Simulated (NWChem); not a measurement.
System: C₃HCl₂F; SMILES ClC(Cl)=C=CF

```xyz
7

F      0.4507     3.0836     0.0000
C     -0.4971     2.1550     0.0000
C     -0.2515     0.8694     0.0000
C     -0.0726    -0.4249     0.0000
Cl     0.0576    -1.3519    -1.4517
Cl     0.0576    -1.3519     1.4517
H     -1.5076     2.5802     0.0000
```
Atoms are numbered in this order, from 1.

Program: NWChem. Geometry: optimised at PBE0/def2-SVP. Level: PBE0/def2-SVP with COSMO at NWChem's default radii, gas-phase geometry; rows give the dielectric constant.

```csv
dielectric constant,electrostatic solvation energy (kcal/mol),dipole in solution (D)
3.9,?,?
20.7,-2.0,1.70
25.0,-2.0,1.70
46.7,-2.1,1.71
78.4,-2.1,1.72
```

**Question.** Some entries are withheld; supply them.

**Answer.** 
- 3.9, electrostatic solvation energy (kcal/mol): -1.5
- 3.9, dipole in solution (D): 1.59
